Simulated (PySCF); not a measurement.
Compound: C8H10FP.
Numbering: `[CH3:1][CH2:2][PH:3][c:4]1[cH:5][cH:6][c:7]([F:8])[cH:9][cH:10]1` (hydrogens: H11, H12, H13 on C1; H14, H15 on C2; H16 on P3; H17 on C5; H18 on C6; H19 on C9; H20 on C10)

The same species was optimised twice, with GFN2-xTB and with PBE0-D3(BJ)/def2-SVP (PySCF), and the same property calculations (PySCF, gas phase) were run on both structures.

```json
{"coordinate": "C7–F8 (Å)", "GFN2-xTB": "1.350", "PBE0-D3(BJ)/def2-SVP": "1.331", "change": "-0.019"}
{"coordinate": "C4–C5 (Å)", "GFN2-xTB": "1.390", "PBE0-D3(BJ)/def2-SVP": "1.402", "change": "+0.012"}
{"coordinate": "C9–C10 (Å)", "GFN2-xTB": "1.381", "PBE0-D3(BJ)/def2-SVP": "1.393", "change": "+0.012"}
{"coordinate": "C5–C6 (Å)", "GFN2-xTB": "1.383", "PBE0-D3(BJ)/def2-SVP": "1.392", "change": "+0.009"}
{"coordinate": "C4–C10 (Å)", "GFN2-xTB": "1.393", "PBE0-D3(BJ)/def2-SVP": "1.401", "change": "+0.008"}
{"coordinate": "C6–C7 (Å)", "GFN2-xTB": "1.383", "PBE0-D3(BJ)/def2-SVP": "1.390", "change": "+0.007"}
{"coordinate": "P3–C4 (Å)", "GFN2-xTB": "1.831", "PBE0-D3(BJ)/def2-SVP": "1.838", "change": "+0.007"}
{"coordinate": "C7–C9 (Å)", "GFN2-xTB": "1.384", "PBE0-D3(BJ)/def2-SVP": "1.389", "change": "+0.005"}
{"coordinate": "C1–C2 (Å)", "GFN2-xTB": "1.522", "PBE0-D3(BJ)/def2-SVP": "1.521", "change": "-0.001"}
{"coordinate": "C2–P3 (Å)", "GFN2-xTB": "1.870", "PBE0-D3(BJ)/def2-SVP": "1.868", "change": "-0.002"}
{"coordinate": "C2–P3–C4 (°)", "GFN2-xTB": "97.4", "PBE0-D3(BJ)/def2-SVP": "99.6", "change": "+2.2"}
{"coordinate": "C1–C2–P3 (°)", "GFN2-xTB": "110.9", "PBE0-D3(BJ)/def2-SVP": "112.4", "change": "+1.5"}
{"coordinate": "C5–C4–C10 (°)", "GFN2-xTB": "119.3", "PBE0-D3(BJ)/def2-SVP": "118.3", "change": "-1.0"}
{"coordinate": "P3–C4–C5 (°)", "GFN2-xTB": "122.4", "PBE0-D3(BJ)/def2-SVP": "123.4", "change": "+1.0"}
{"coordinate": "C4–C5–C6 (°)", "GFN2-xTB": "120.6", "PBE0-D3(BJ)/def2-SVP": "121.2", "change": "+0.6"}
{"coordinate": "C4–C10–C9 (°)", "GFN2-xTB": "120.8", "PBE0-D3(BJ)/def2-SVP": "121.3", "change": "+0.5"}
{"coordinate": "C6–C7–C9 (°)", "GFN2-xTB": "122.0", "PBE0-D3(BJ)/def2-SVP": "121.5", "change": "-0.5"}
{"coordinate": "C7–C9–C10 (°)", "GFN2-xTB": "118.5", "PBE0-D3(BJ)/def2-SVP": "118.8", "change": "+0.3"}
{"coordinate": "C1–C2–P3–C4 (°)", "GFN2-xTB": "-168", "PBE0-D3(BJ)/def2-SVP": "-172", "change": "-4"}
{"coordinate": "C2–P3–C4–C5 (°)", "GFN2-xTB": "104", "PBE0-D3(BJ)/def2-SVP": "78", "change": "-26"}
```

Rotational constants: A = 3270, B = 510.0, C = 489.6 MHz (GFN2-xTB) against A = 3279, B = 499.4, C = 479.3 MHz (PBE0-D3(BJ)/def2-SVP). Point groups within 0.08 Å: C1 and C1.

On the GFN2-xTB structure: HOMO (eV) -6.66 [PBE0/pcSseg-1]; LUMO (eV) -0.62 [PBE0/pcSseg-1]; dipole (D) 1.61 [PBE0/pcSseg-1]; GIAO shielding of C1 (ppm) 172.4 [PBE0/pcSseg-1]; GIAO shielding of C2 (ppm) 158.6 [PBE0/pcSseg-1]; GIAO shielding of P3 (ppm) 376.2 [PBE0/pcSseg-1]; GIAO shielding of C4 (ppm) 45.4 [PBE0/pcSseg-1]; GIAO shielding of C5/C10 (mean) (ppm) 47.2 [PBE0/pcSseg-1]; GIAO shielding of C6/C9 (mean) (ppm) 65.4 [PBE0/pcSseg-1]; GIAO shielding of C7 (ppm) 14.2 [PBE0/pcSseg-1]; GIAO shielding of F8 (ppm) 288.0 [PBE0/pcSseg-1].

Q: What do these properties become on the PBE0-D3(BJ)/def2-SVP structure?

A: 
| property | level | on GFN2-xTB | on PBE0-D3(BJ)/def2-SVP | change |
| --- | --- | --- | --- | --- |
| HOMO (eV) | PBE0/pcSseg-1 | -6.66 | -6.80 | -0.14 |
| LUMO (eV) | PBE0/pcSseg-1 | -0.62 | -0.70 | -0.08 |
| dipole (D) | PBE0/pcSseg-1 | 1.61 | 1.45 | -0.16 |
| energy, GFN2-xTB geometry as zero (kcal/mol) | PBE0/pcSseg-1 | 0.0 | -1.3 | -1.3 |
| GIAO shielding of C1 (ppm) | PBE0/pcSseg-1 | 172.4 | 171.0 | -1.4 |
| GIAO shielding of C2 (ppm) | PBE0/pcSseg-1 | 158.6 | 157.6 | -1.0 |
| GIAO shielding of P3 (ppm) | PBE0/pcSseg-1 | 376.2 | 373.3 | -2.9 |
| GIAO shielding of C4 (ppm) | PBE0/pcSseg-1 | 45.4 | 46.2 | +0.8 |
| GIAO shielding of C5/C10 (mean) (ppm) | PBE0/pcSseg-1 | 47.2 | 41.2 | -6.0 |
| GIAO shielding of C6/C9 (mean) (ppm) | PBE0/pcSseg-1 | 65.4 | 63.7 | -1.8 |
| GIAO shielding of C7 (ppm) | PBE0/pcSseg-1 | 14.2 | 13.4 | -0.8 |
| GIAO shielding of F8 (ppm) | PBE0/pcSseg-1 | 288.0 | 287.7 | -0.3 |

The heavy atoms differ by 0.182 Å rms after alignment. Among bonds between heavy atoms C7–F8 changes most (-0.019 Å). Changes are differences of the printed values. Neither structure is proved a minimum here.

The values belong to the conformer `[CH3:1][CH2:2][PH:3][c:4]1[cH:5][cH:6][c:7]([F:8])[cH:9][cH:10]1`: C1–C2–P3–C4 -172°, C2–P3–C4–C5 78°.
